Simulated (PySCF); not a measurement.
Al(Cl)(Me)(NH2) (CH5AlClN), SMILES [NH2][Al]([CH3])[Cl].

Geometry: B3LYP-D3(BJ)/def2-SVP. The values are those of a single conformer.

Calculation: TDA-LC-ωPBE/def2-SVPD (PySCF).

Vertical excitations. Gas-phase values at a fixed geometry. State labels are in the subgroup Cs.

Computed UV-visible absorptions:
```csv
state,symmetry,energy (eV),λ (nm),f,main pairs
S1,A",6.76,184,0.063,HOMO→LUMO 81 %
S2,A',7.68,161,0.080,HOMO→LUMO+1 81 %
S3,A",7.70,161,0.014,HOMO−1→LUMO+1 92 %
S4,A',7.97,155,0.299,"HOMO−1→LUMO 69 %, HOMO→LUMO+1 13 %"
S5,A",8.19,151,0.019,"HOMO→LUMO+2 45 %, HOMO→LUMO+3 20 %, HOMO−2→LUMO 13 %"
S6,A',8.49,146,0.018,"HOMO−3→LUMO 64 %, HOMO−1→LUMO+3 12 %"
S7,A",8.57,145,0.024,"HOMO−3→LUMO+1 51 %, HOMO−2→LUMO 21 %"
S8,A",8.67,143,0.098,"HOMO−3→LUMO+1 38 %, HOMO−2→LUMO 31 %, HOMO→LUMO+2 7 %, HOMO−2→LUMO+3 6 %"
S9,A",8.80,141,0.010,"HOMO→LUMO+3 31 %, HOMO→LUMO+5 30 %, HOMO→LUMO+12 8 %, HOMO→LUMO+4 7 %"
S10,A',8.96,138,0.051,HOMO−2→LUMO+1 83 %
T1,A",6.25,198,0,HOMO→LUMO 72 %
T2,A',6.36,195,0,HOMO→LUMO+1 91 %
T3,A",7.13,174,0,HOMO−1→LUMO+1 82 %
T4,A',7.26,171,0,HOMO−1→LUMO 64 %
```
Triplets are in the Tamm–Dancoff approximation.
